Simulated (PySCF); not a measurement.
Isomers of C9H6N2, one conformer each; single-point electronic energies without zero-point terms and without any empirical dispersion term.

Computed with PySCF at CAM-B3LYP/def2-SVPD, non-relativistic, each on one gas-phase PBE0-D3(BJ)/def2-SVP geometry that isn't relaxed in the solvent. The solvent is an IEF-PCM continuum (cavity from Bondi-type radii × 1.2). Specific hydrogen bonds and non-electrostatic terms are outside this model.

```
                                isomer  relative energy, gas (kJ/mol)  dipole (D)
                    `N#Cc1ccn2ccccc12`                            0.0        6.56
                    `N#Cc1cc2ccccn2c1`                           10.7        6.26
                   `Cc1cc(C#N)ccc1C#N`                           25.0        0.74
                   `Cc1cccc(C#N)c1C#N`                           34.3        7.43
                    `C#Cc1cn2ccccc2n1`                          137.2        3.92
`N#CCC1=C[C@H]2[C@@H]3[C@H]2[C@]13C#N`                          342.2        4.47
                `C=CCC#C/C(C#N)=C\C#N`                          361.8        2.28
```

Task: How do the relative energies look in acetone (ε = 20.49)?

Result: 
| isomer | relative energy, solvent (kJ/mol) | E(solvent) − E(gas) (kJ/mol) | dipole in solvent (D) |
| --- | --- | --- | --- |
| `N#Cc1ccn2ccccc12` | 0.0 | -38.7 | 8.99 |
| `N#Cc1cc2ccccn2c1` | 13.4 | -36.0 | 8.23 |
| `Cc1cc(C#N)ccc1C#N` | 22.4 | -41.2 | 0.81 |
| `Cc1cccc(C#N)c1C#N` | 30.2 | -42.8 | 10.10 |
| `C#Cc1cn2ccccc2n1` | 137.9 | -38.0 | 5.82 |
| `N#CCC1=C[C@H]2[C@@H]3[C@H]2[C@]13C#N` | 333.7 | -47.2 | 5.57 |
| `C=CCC#C/C(C#N)=C\C#N` | 361.6 | -38.9 | 2.42 |

The order is unchanged. Conformers: `[N:1]#[C:2][CH2:3][C:4]1=[CH:5][C@H:6]2[C@@H:7]3[C@H:8]2[C@:9]13[C:10]#[N:11]` with C2–C3–C4–C5 0°; `[CH2:1]=[CH:2][CH2:3][C:4]#[C:5]/[C:6]([C:7]#[N:8])=[CH:9]\[C:10]#[N:11]` with C1–C2–C3–C4 123°. `N#CCC1=C[C@H]2[C@@H]3[C@H]2[C@]13C#N` gains most from the continuum, while `Cc1cccc(C#N)c1C#N` has the largest gas-phase dipole. The gains span 11.2 kJ/mol, the gas-phase energies 361.8 kJ/mol.
